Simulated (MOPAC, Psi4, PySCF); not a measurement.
Intermolecular potential of H2O ··· CH2O (SMILES O and C=O). Monomers: optimised at B3LYP-D3(BJ) (def2-TZVP), held rigid. Orientation: lowest of the rigid-body minima from ten starts at GFN2-xTB. R is the distance of the centres of mass, along which the second monomer moves.

Computed with: RMP2/6-31G* = restricted MP2 (frozen core)/6-31G*, spherical d, no counterpoise correction (PySCF); AM1, restricted, heats of formation (MOPAC); RMP2/3-21G = restricted MP2 (frozen core)/3-21G, no counterpoise correction (PySCF); wB97X-D/def2-TZVP, counterpoise-corrected (Psi4).

Interaction energies in kcal/mol; the last columns give the difference from wB97X-D:

```json
[
 {"R / Å": "2.54", "RMP2/6-31G*": "11.14", "AM1": "22.57", "RMP2/3-21G": "8.24", "wB97X-D/def2-TZVP": "9.50", "RMP2/6-31G* − wB97X-D/def2-TZVP": "1.64", "AM1 − wB97X-D/def2-TZVP": "13.07", "RMP2/3-21G − wB97X-D/def2-TZVP": "-1.26"},
 {"R / Å": "2.81", "RMP2/6-31G*": "-1.90", "AM1": "6.24", "RMP2/3-21G": "-5.12", "wB97X-D/def2-TZVP": "-1.65", "RMP2/6-31G* − wB97X-D/def2-TZVP": "-0.25", "AM1 − wB97X-D/def2-TZVP": "7.89", "RMP2/3-21G − wB97X-D/def2-TZVP": "-3.46"},
 {"R / Å": "2.98", "RMP2/6-31G*": "-4.76", "AM1": "0.59", "RMP2/3-21G": "-7.65", "wB97X-D/def2-TZVP": "-3.85", "RMP2/6-31G* − wB97X-D/def2-TZVP": "-0.91", "AM1 − wB97X-D/def2-TZVP": "4.44", "RMP2/3-21G − wB97X-D/def2-TZVP": "-3.80"},
 {"R / Å": "3.17", "RMP2/6-31G*": "-5.71", "AM1": "-2.16", "RMP2/3-21G": "-8.19", "wB97X-D/def2-TZVP": "-4.48", "RMP2/6-31G* − wB97X-D/def2-TZVP": "-1.23", "AM1 − wB97X-D/def2-TZVP": "2.31", "RMP2/3-21G − wB97X-D/def2-TZVP": "-3.72"},
 {"R / Å": "3.40", "RMP2/6-31G*": "-5.44", "AM1": "-2.65", "RMP2/3-21G": "-7.35", "wB97X-D/def2-TZVP": "-4.16", "RMP2/6-31G* − wB97X-D/def2-TZVP": "-1.28", "AM1 − wB97X-D/def2-TZVP": "1.51", "RMP2/3-21G − wB97X-D/def2-TZVP": "-3.19"},
 {"R / Å": "3.61", "RMP2/6-31G*": "-4.73", "AM1": "-2.27", "RMP2/3-21G": "-6.01", "wB97X-D/def2-TZVP": "-3.58", "RMP2/6-31G* − wB97X-D/def2-TZVP": "-1.15", "AM1 − wB97X-D/def2-TZVP": "1.31", "RMP2/3-21G − wB97X-D/def2-TZVP": "-2.43"},
 {"R / Å": "3.86", "RMP2/6-31G*": "-3.78", "AM1": "-1.71", "RMP2/3-21G": "-4.31", "wB97X-D/def2-TZVP": "-2.89", "RMP2/6-31G* − wB97X-D/def2-TZVP": "-0.89", "AM1 − wB97X-D/def2-TZVP": "1.18", "RMP2/3-21G − wB97X-D/def2-TZVP": "-1.42"},
 {"R / Å": "4.15", "RMP2/6-31G*": "-2.77", "AM1": "-1.22", "RMP2/3-21G": "-2.72", "wB97X-D/def2-TZVP": "-2.23", "RMP2/6-31G* − wB97X-D/def2-TZVP": "-0.54", "AM1 − wB97X-D/def2-TZVP": "1.01", "RMP2/3-21G − wB97X-D/def2-TZVP": "-0.49"},
 {"R / Å": "4.70", "RMP2/6-31G*": "-1.44", "AM1": "-0.75", "RMP2/3-21G": "-1.20", "wB97X-D/def2-TZVP": "-1.38", "RMP2/6-31G* − wB97X-D/def2-TZVP": "-0.06", "AM1 − wB97X-D/def2-TZVP": "0.63", "RMP2/3-21G − wB97X-D/def2-TZVP": "0.18"},
 {"R / Å": "5.40", "RMP2/6-31G*": "-0.73", "AM1": "-0.49", "RMP2/3-21G": "-0.65", "wB97X-D/def2-TZVP": "-0.80", "RMP2/6-31G* − wB97X-D/def2-TZVP": "0.06", "AM1 − wB97X-D/def2-TZVP": "0.31", "RMP2/3-21G − wB97X-D/def2-TZVP": "0.15"},
 {"R / Å": "6.34", "RMP2/6-31G*": "-0.41", "AM1": "-0.30", "RMP2/3-21G": "-0.37", "wB97X-D/def2-TZVP": "-0.44", "RMP2/6-31G* − wB97X-D/def2-TZVP": "0.03", "AM1 − wB97X-D/def2-TZVP": "0.14", "RMP2/3-21G − wB97X-D/def2-TZVP": "0.07"},
 {"R / Å": "7.63", "RMP2/6-31G*": "-0.22", "AM1": "-0.17", "RMP2/3-21G": "-0.20", "wB97X-D/def2-TZVP": "-0.23", "RMP2/6-31G* − wB97X-D/def2-TZVP": "0.02", "AM1 − wB97X-D/def2-TZVP": "0.06", "RMP2/3-21G − wB97X-D/def2-TZVP": "0.03"}
]
```

RMP2/6-31G* is furthest from wB97X-D/def2-TZVP at 2.54 (1.64 kcal/mol, above); its mean absolute difference over the points is 0.67 kcal/mol.

AM1 is furthest from wB97X-D/def2-TZVP at 2.54 (13.07 kcal/mol, above); its mean absolute difference over the points is 2.82 kcal/mol.

RMP2/3-21G is furthest from wB97X-D/def2-TZVP at 2.98 (-3.80 kcal/mol, below); its mean absolute difference over the points is 1.68 kcal/mol.
